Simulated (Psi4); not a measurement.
C$_{5}$H$_{9}$O$_{2}$ (SMILES CCCCO[C]=O), doublet, at a GFN2-xTB geometry; BHHLYP/STO-3G run with Psi4 1.11.

Psi4 was given this input:
```
memory 2 GB

molecule {
0 2
  C     3.00044396    0.79759710    0.66571039
  C     2.04587120   -0.27584483    0.15800473
  C     0.59272182    0.07786896    0.47280372
  C    -0.35921282   -0.99079553   -0.03562520
  O    -1.75466371   -0.65762448    0.31851904
  C    -2.41281035    0.18240398   -0.37523275
  O    -2.20749478    0.84503096   -1.35174181
  H     2.90956674    0.91094893    1.74349166
  H     4.02877643    0.53229733    0.43361832
  H     2.77920662    1.75523836    0.20052992
  H     2.29347661   -1.23348074    0.62104767
  H     2.16428389   -0.38738017   -0.92173398
  H     0.33960557    1.03177650    0.00430436
  H     0.46487997    0.18610122    1.55204715
  H    -0.18226422   -1.95518600    0.44115568
  H    -0.30234651   -1.08694523   -1.12264397
}

set basis sto-3g
set reference uks

energy('bhhlyp')
print_variables()
```

It wrote (shortened):

```
   => Loading Basis Set <=

    Name: STO-3G
    Role: ORBITAL
    Keyword: BASIS

         ---------------------------------------------------------
                                   SCF
               by Justin Turney, Rob Parrish, Andy Simmonett
                          and Daniel G. A. Smith
                              UKS Reference
         ---------------------------------------------------------

  ==> Geometry <==

    Molecular point group: c1
    Full point group: C1

    Geometry (in Angstrom), charge = 0, multiplicity = 2:

       Center              X                  Y                   Z               Mass
    ------------   -----------------  -----------------  -----------------  -----------------
         C            3.142553345268     0.795185201062     0.694638324638    12.000000000000
         C            2.187980585268    -0.278256728938     0.186932664638    12.000000000000
         C            0.734831205268     0.075457061062     0.501731654638    12.000000000000
         C           -0.217103434732    -0.993207428938    -0.006697265362    12.000000000000
         O           -1.612554324732    -0.660036378938     0.347446974638    15.994914619570
         C           -2.270700964732     0.179992081062    -0.346304815362    12.000000000000
         O           -2.065385394732     0.842619061062    -1.322813875362    15.994914619570
         H            3.051676125268     0.908537031062     1.772419594638     1.007825032230
         H            4.170885815268     0.529885431062     0.462546254638     1.007825032230
         H            2.921316005268     1.752826461062     0.229457854638     1.007825032230
         H            2.435585995268    -1.235892638938     0.649975604638     1.007825032230
         H            2.306393275268    -0.389792068938    -0.892806045362     1.007825032230
         H            0.481714955268     1.029364601062     0.033232294638     1.007825032230
         H            0.606989355268     0.183689321062     1.580975084638     1.007825032230
         H           -0.040154834732    -1.957597898938     0.470083614638     1.007825032230
         H           -0.160237124732    -1.089357128938    -1.093716035362     1.007825032230

  Running in c1 symmetry.

  Rotational constants: A =      0.21348  B =      0.03807  C =      0.03487 [cm^-1]
  Rotational constants: A =   6400.01899  B =   1141.27036  C =   1045.48385 [MHz]
  Nuclear repulsion =  294.626299998288630

  Charge       = 0
  Multiplicity = 2
  Electrons    = 55
  Nalpha       = 28
  Nbeta        = 27

  ==> Algorithm <==

  SCF Algorithm Type is DF.
  DIIS enabled.
  MOM disabled.
  Fractional occupation disabled.
  Guess Type is SAD.
  Energy threshold   = 1.00e-06
  Density threshold  = 1.00e-06
  Integral threshold = 1.00e-12

  ==> Primary Basis <==

  Basis Set: STO-3G
    Blend: STO-3G
    Number of shells: 30
    Number of basis functions: 44
    Number of Cartesian functions: 44
    Spherical Harmonics?: true
    Max angular momentum: 1

  ==> DFT Potential <==

   => LibXC <=

    Version 7.1.2
    S. Lehtola, C. Steigemann, M. J. T. Oliveira, and M. A. L. Marques,  SoftwareX 7, 1–5 (2018) (10.1016/j.softx.2017.11.002)

   => Composite Functional: BHANDHLYP <=

    BHandHLYP Hyb-GGA Exchange-Correlation Functional

    A. D. Becke,  J. Chem. Phys. 98, 1372 (1993) (10.1063/1.464304)
    Defined through Gaussian implementation.

    Deriv               =              1
    GGA                 =           TRUE
    Meta                =          FALSE

    Exchange Hybrid     =           TRUE
    MP2 Hybrid          =          FALSE

   => Exchange Functionals <=

    0.5000         Becke 88

   => Exact (HF) Exchange <=

    0.5000               HF

   => Correlation Functionals <=

    1.0000   Lee, Yang & Parr

   => LibXC Density Thresholds  <==

    XC_HYB_GGA_XC_BHANDHLYP:  1.00E-15

   => Molecular Quadrature <=

    Radial Scheme          =       TREUTLER
    Pruning Scheme         =           NONE
    Nuclear Scheme         =       TREUTLER

    Blocking Scheme        =         OCTREE
    BS radius alpha        =              1
    Pruning alpha          =              1
    Radial Points          =             75
    Spherical Points       =            302
    Total Points           =         336225
    Total Blocks           =           2541
    Max Points             =            256
    Max Functions          =             41
    Weights Tolerance      =       1.00E-15

   => Loading Basis Set <=

    Name: (STO-3G AUX)
    Role: JKFIT
    Keyword: DF_BASIS_SCF

  ==> Integral Setup <==

  SCF_SUBTYPE=INCORE selected. In-core MEM_DF algorithm will be used.
  Using in-core AOs.

  ==> MemDFJK: Density-Fitted J/K Matrices <==

    J tasked:                   Yes
    K tasked:                   Yes
    wK tasked:                   No
    Algorithm:                 Core
    Schwarz Cutoff:           1E-12
    Mask sparsity (%):       2.4793
    Fitting Condition:        1E-10

   => Auxiliary Basis Set <=

  Basis Set: (STO-3G AUX)
    Blend: DEF2-UNIVERSAL-JKFIT
    Number of shells: 229
    Number of basis functions: 691
    Number of Cartesian functions: 811
    Spherical Harmonics?: true
    Max angular momentum: 4

  Minimum eigenvalue in the overlap matrix is 1.9931848842E-01.
  Reciprocal condition number of the overlap matrix is 7.6862760750E-02.
    Using symmetric orthogonalization.

  ==> Pre-Iterations <==

  SCF Guess: Superposition of Atomic Densities via on-the-fly atomic UHF (no occupation information).

   -------------------------
    Irrep   Nso     Nmo
   -------------------------
     A         44      44
   -------------------------
    Total      44      44
   -------------------------

  ==> Iterations <==

                           Total Energy        Delta E     RMS |[F,P]|

   @DF-UKS iter SAD:  -337.77204933575848   -3.37772e+02   0.00000e+00
   @DF-UKS iter   1:  -341.62330893119730   -3.85126e+00   8.52263e-03 DIIS/ADIIS
   @DF-UKS iter   2:  -341.53482894364697    8.84800e-02   1.34921e-02 DIIS/ADIIS
   @DF-UKS iter   3:  -341.71505103517785   -1.80222e-01   1.43530e-03 DIIS/ADIIS
   @DF-UKS iter   4:  -341.71724861687403   -2.19758e-03   4.73941e-04 DIIS/ADIIS
   @DF-UKS iter   5:  -341.71753165834951   -2.83041e-04   8.70402e-05 DIIS
   @DF-UKS iter   6:  -341.71754738061469   -1.57223e-05   3.35251e-05 DIIS
   @DF-UKS iter   7:  -341.71755194457671   -4.56396e-06   1.31430e-05 DIIS
   @DF-UKS iter   8:  -341.71755274035610   -7.95779e-07   4.77135e-06 DIIS
   @DF-UKS iter   9:  -341.71755284916344   -1.08807e-07   1.92432e-06 DIIS
   @DF-UKS iter  10:  -341.71755287587001   -2.67066e-08   8.25471e-07 DIIS
  Energy and wave function converged.

  ==> Post-Iterations <==

   Electrons on quadrature grid:
      Nalpha   =   27.9999878567 ; deviation = -1.214e-05
      Nbeta    =   26.9999884368 ; deviation = -1.156e-05
      Ntotal   =   54.9999762935 ; deviation = -2.371e-05

   @Spin Contamination Metric:   3.493280900E-03
   @S^2 Expected:                7.500000000E-01
   @S^2 Observed:                7.534932809E-01
   @S   Expected:                5.000000000E-01
   @S   Observed:                5.000000000E-01

    Orbital Energies [Eh]
    ---------------------

    Alpha Occupied:

[...]
      28A     -0.163168

    Alpha Virtual:

[...]
      44A      0.869255

    Beta Occupied:

[...]
    Beta Virtual:

[...]
    Final Occupation by Irrep:
              A
    DOCC [    27 ]
    SOCC [     1 ]
    NA   [    28 ]
    NB   [    27 ]

  @DF-UKS Final Energy:  -341.71755287587001

   => Energetics <=

    Nuclear Repulsion Energy =            294.6262999982886299
    One-Electron Energy =               -1049.5381811288389144
    Two-Electron Energy =                 437.9079936003234366
    DFT Exchange-Correlation Energy =     -24.7136653456432320
    Empirical Dispersion Energy =           0.0000000000000000
    VV10 Nonlocal Energy =                  0.0000000000000000
    Total Energy =                       -341.7175528758700125

  UHF NO Occupations:
  HONO-2 :   26  A 1.9994504
  HONO-1 :   27  A 1.9991967
  HONO-0 :   28  A 1.0000000
  LUNO+0 :   29  A 0.0008033
  LUNO+1 :   30  A 0.0005496
  LUNO+2 :   31  A 0.0003382
  LUNO+3 :   32  A 0.0000319

Computation Completed

Properties will be evaluated at   0.000000,   0.000000,   0.000000 [a0]

Properties computed using the SCF density matrix

 Multipole Moments:

 ------------------------------------------------------------------------------------
     Multipole            Electronic (a.u.)      Nuclear  (a.u.)        Total (a.u.)
 ------------------------------------------------------------------------------------

 L = 1.  Multiply by 2.5417464519 to convert [e a0] to [Debye]
 Dipole X            :        -13.8320888           14.7701301            0.9380412
 Dipole Y            :         -0.1819866           -0.2506803           -0.4326670
 Dipole Z            :         -2.7913532            3.0066230            0.2152699
 Magnitude           :                                                    1.0552076

 ------------------------------------------------------------------------------------

  Variable Map:
  ----------------------------------------------------------------------------
[...]
  Array Variable Map:
  ----------------------------------------------------------------------------
[...]
[...]
```
